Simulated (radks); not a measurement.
Values are calculated unless marked as measured or tabulated.
Nb4+, configuration [Ar] 3d10 4s2 4p5.5 4d1 5d0.5 (fractional occupations, a model configuration). Level of theory: Dirac Kohn-Sham, LDA (Slater exchange, Perdew-Wang correlation), spin-unpolarised, spherical densities, point nucleus; open shells fill j = l - 1/2 first (a radial shooting solver on a logarithmic mesh with Libxc functionals).

Unscreened Slater integrals over Kohn-Sham orbitals (eV). Large and small components are both included. Empty in this configuration: 4d5/2.

integral           value
F0(5d3/2,5d3/2)   6.5325
F2(5d3/2,5d3/2)   3.4808
F0(5d3/2,4d3/2)   8.2568
F2(5d3/2,4d3/2)   2.3081
G0(5d3/2,4d3/2)  0.63415
G2(5d3/2,4d3/2)  0.79577
F0(5d3/2,4p3/2)   8.5321
F2(5d3/2,4p3/2)   2.0092
G1(5d3/2,4p3/2)   1.0802
G3(5d3/2,4p3/2)  0.79652
F0(5d3/2,4p1/2)   8.5566
G1(5d3/2,4p1/2)   1.1194
F0(5d3/2,4d5/2)   8.2489
F2(5d3/2,4d5/2)   2.3169
G2(5d3/2,4d5/2)  0.79427
G4(5d3/2,4d5/2)  0.65677
F0(4d3/2,4d3/2)   15.720
F2(4d3/2,4d3/2)   8.0676
F0(4d3/2,4p3/2)   17.335
F2(4d3/2,4p3/2)   8.7107
G1(4d3/2,4p3/2)   10.927
G3(4d3/2,4p3/2)   6.7265
F0(4d3/2,4p1/2)   17.467
G1(4d3/2,4p1/2)   10.846
F0(4d3/2,4d5/2)   15.673
F2(4d3/2,4d5/2)   8.0447
G2(4d3/2,4d5/2)   8.0422
G4(4d3/2,4d5/2)   5.3261
F0(4p3/2,4p3/2)   19.642
F2(4p3/2,4p3/2)   10.378
F0(4p3/2,4p1/2)   19.845
G2(4p3/2,4p1/2)   10.465
F0(4p3/2,4d5/2)   17.270
F2(4p3/2,4d5/2)   8.6604
G1(4p3/2,4d5/2)   10.843
G3(4p3/2,4d5/2)   6.6740
F0(4p1/2,4p1/2)   20.056
F0(4p1/2,4d5/2)   17.399
G3(4p1/2,4d5/2)   6.6116
F0(4d5/2,4d5/2)   15.627
F2(4d5/2,4d5/2)   8.0227
F4(4d5/2,4d5/2)   5.3135
